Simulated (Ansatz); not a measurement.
Relaxation of BH4SSe (7 atoms, charge 1, multiplicity 1), to a largest force component of 0.015 eV/Å in at most 40 steps.

These are results of RKS r2SCAN-D4/def2-SVP in Ansatz 0.2.0, not measurements.

```xyz
7
Properties=species:S:1:pos:R:3
B -1.484 0.456 -0.634
Se -0.664 -0.598 0.649
S 1.602 -0.233 0.170
H -2.649 0.474 -0.608
H -0.880 1.067 -1.416
H 1.533 1.058 -0.232
H 1.622 -0.689 -1.103
```

Question: Where does it end, and by what steps?

Answer: It converged. After 5 steps the energy has fallen by 0.083 eV; H5 moved furthest, 0.16 Å.

| step | energy less start (eV) | largest force component (eV/Å) | accepted |
| --- | --- | --- | --- |
| 0 | 0.0000 | 1.022 | yes |
| 1 | -0.0682 | 0.268 | yes |
| 2 | -0.0710 | 0.201 | yes |
| 3 | -0.0021 | 0.624 | no |
| 4 | -0.0812 | 0.097 | yes |
| 5 | -0.0831 | 0.012 | yes |

```xyz
7
Properties=species:S:1:pos:R:3
B -1.513 0.492 -0.683
Se -0.654 -0.565 0.636
S 1.625 -0.269 0.190
H -2.706 0.406 -0.528
H -0.962 1.140 -1.527
H 1.624 1.046 -0.166
H 1.667 -0.715 -1.098
```

Run time: 16 s on 2 threads of Intel(R) Xeon(R) Platinum 8175M CPU @ 2.50GHz (Skylake/Cascade Lake), with other jobs on the host, peak memory 0.17 GiB.
